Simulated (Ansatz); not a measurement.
Several settings on one geometry of (LiBr)2 ring (Li2Br2) (that of the charge 0 singlet, r2SCAN-D4/def2-TZVP). Ansatz on 4 threads of Arm Neoverse V2 on a shared host; times are rough.

```
atom    x (Å)    y (Å)    z (Å)
 Li1   0.7953   0.7833   0.7566
 Br2   0.1060   1.2852  -1.4419
 Li3  -0.7944  -0.7838  -0.7570
 Br4  -0.1069  -1.2847   1.4423
```

Totals from different functionals, basis sets or treatments of relativity can't be compared as stabilities.

Correlated methods freeze 18 core orbitals; core or outer-core shells of Li, Br are correlated, in sets that lack core-valence functions.

Give the basis size and estimate the energy, ⟨S²⟩ and time of these runs.

```
run                      method  charge    state                                 further keys
  1           RHF, rpa/def2-SVP       0  singlet               scf: {lower_state_search: off}
  2  UKS r2SCAN50-D4/def2-TZVPP       0  singlet              scf: {lower_state_search: full}
  3         RKS B3LYP5/def2-SVP       0  singlet  scf: {omitted_lower_state_checks: [starts]}
```


```csv
run,functions,energy (Eh),⟨S²⟩,wall time
1,82,-5159.8475,–,0.4 s
2,134,-5163.5461,0.00,6 s
3,82,-5162.7155,–,0.8 s
```
